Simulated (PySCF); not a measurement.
Si(H)2(F)(NMe2) (C2H8FNSi), SMILES F[SiH2]N(C)C. Atoms are numbered in the order given.

```xyz
13

Si     0.9379    -0.5086     0.0000
F      1.9047     0.8120     0.0000
N     -0.7397    -0.1468     0.0000
C     -1.4665     0.1587    -1.2185
C     -1.4665     0.1587     1.2185
H      1.2583    -1.2451     1.2474
H      1.2583    -1.2451    -1.2474
H     -0.8827    -0.1370    -2.1034
H     -1.6970     1.2384    -1.3114
H     -2.4276    -0.3882    -1.2520
H     -1.6970     1.2384     1.3114
H     -0.8827    -0.1370     2.1034
H     -2.4276    -0.3882     1.2520
```

Geometry optimised at B3LYP-D3(BJ)/def2-SVP. This is a generated structure with no PubChem entry under its InChIKey; it may be hypothetical. One conformer was computed; it need not be the lowest.

These are PySCF with SMD-PBE0/6-31G* values and carry that method's errors.

Solvation free energies are E(SMD) − E(gas) at the gas-phase geometry, for 1 M in both phases. In vacuum the dipole moment is 2.04 D.

```tsv
solvent	ΔG(solv) (kcal/mol)	its non-electrostatic (CDS) part	dipole (D)
water	0.9	4.0	2.47
chlorobenzene	[?]	[?]	[?]
dimethylsulfoxide	-1.9	1.2	2.47
```

Problem. Complete the blanks. (Estimate from the structure and the level; the computed values follow.)

Solution. 
- chlorobenzene, ΔG(solv) (kcal/mol): -3.1
- chlorobenzene, its non-electrostatic (CDS) part: -0.7
- chlorobenzene, dipole (D): 2.38
